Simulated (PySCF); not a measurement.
Positional isomers: butadiene amino+boryl. Gas-phase values, no solvent. One relaxed conformer stands for each flexible species; it need not be the lowest. Strings in code marks are SMILES.

Quantity: electronic energy of isomers of C4H8BN relative to `B/C=C(\N)C=C`, in eV.

Case: `B/C(C=C)=C\N`. Geometry of `B/C(C=C)=C\N` (neutral, multiplicity 1, Å):

```xyz
14

B      0.5538     0.4328     1.3766
C      0.0229     0.0061     0.0296
C     -1.3733     0.1555    -0.3913
C     -2.3797     0.6767     0.3081
C      0.8609    -0.5662    -0.9007
N      2.1691    -0.8166    -0.7794
H      1.7153     0.2812     1.6594
H     -0.1394     0.9322     2.2131
H     -1.5992    -0.2065    -1.3961
H     -3.3757     0.7331    -0.1133
H     -2.2429     1.0595     1.3127
H      0.4536    -0.8669    -1.8661
H      2.6492    -0.5798     0.0719
H      2.6854    -1.2412    -1.5246
```

Q: What is the computed electronic energy of isomers of C4H8BN relative to `B/C=C(\N)C=C` (PBE-D3(BJ)/def2-TZVP // PBE0-D4/def2-TZVP (PySCF))?

A: 0.106 eV.
